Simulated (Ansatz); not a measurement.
`CC#[N+][Al-]([CH3])([CH3])[F]`, charge 0, multiplicity 1.

Give a relaxed structure at PBE0-D4/def2-TZVP (Ansatz 0.2.0). (Estimate.)

Computed: 
Cartesian coordinates in Å:
```
C -1.3367 0.0013 -3.0665
C -0.8953 0.0338 -1.6942
N -0.5501 0.0608 -0.6052
Al -0.0001 0.1260 1.3679
C 0.5813 -1.7245 1.6605
C 1.2881 1.6052 1.3530
F -1.5228 0.5047 1.9688
H -1.1771 -0.9953 -3.4808
H -2.3993 0.2449 -3.1122
H -0.7741 0.7305 -3.6514
H 1.4275 -1.9971 1.0201
H 0.9079 -1.8782 2.6945
H -0.2216 -2.4444 1.4721
H 1.6890 1.7916 2.3550
H 2.1468 1.3977 0.7049
H 0.8365 2.5429 1.0135
```
Point group Cs.
This is one stationary point; other conformers may exist.
